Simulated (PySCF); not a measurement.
Unknown compound

The spectra below were simulated for a compound C$_{7}$H$_{9}$P.

1H NMR (400 MHz, computed): δ 8.90 (m, 1H), 8.86 (m, 1H), 8.02 (m, 1H), 2.48 (s, 3H), 2.43 (s, 3H).

13C{1H} NMR (computed): δ 164.5 (CH), 162.9 (CH), 151.2 (C), 146.2 (C), 142.4 (CH), 27.5 (CH3), 26.1 (CH3).

[PySCF 2.14.0 with density-fitted response routines: structure optimised with PBE0-D3(BJ)/def2-TZVP; σ from GIAO-B97-2/pcSseg-2; averaged over atoms made equivalent by symmetry, fast rotation or ring inversion; one conformer; in vacuum; non-relativistic]

Scale: TMS for 1H, 13C (reference shieldings calculated alike).

Problem. Deduce the structure.

Solution. 
7 carbon signals for 7 carbons: no two carbons are equivalent. Carbon types of the structure: 2 × C, 3 × CH, 2 × CH3, which accounts for all hydrogens. δC 164.5, 162.9, 142.4: aromatic CH. δC 151.2, 146.2: substituted aromatic carbon. δC 27.5, 26.1: methyl carbon on an aromatic ring; aliphatic region, no heteroatom directly attached. δH 8.90, 8.86, 8.02: hydrogen on an aromatic CH; it sits in the deshielding region of the aromatic ring current. δH 2.48, 2.43: hydrogen on a methyl carbon on an aromatic ring; benzylic-type position, deshielded by the ring.

These data were computed for 3,4-dimethylphosphinine.

This is the structure that produced the data.

Splittings by 31P in the carbon and heteronuclear signals aren't shown, as no couplings were computed. Shifts are as computed. Against solution values, carbons near 30 ppm lie about +3 ppm off and those near 130 ppm about +7 ppm. Of 1211 compounds with measured shifts, 218 miss one by over three times the rms of a fit or turn the order of signals round; such compounds aren't used in these exercises. No couplings were computed; multiplicities are counted from neighbouring protons, with m where these are inequivalent, close in shift, in a saturated or five-membered ring or joined by F or P, and br s for small geminal =CH2 splittings.
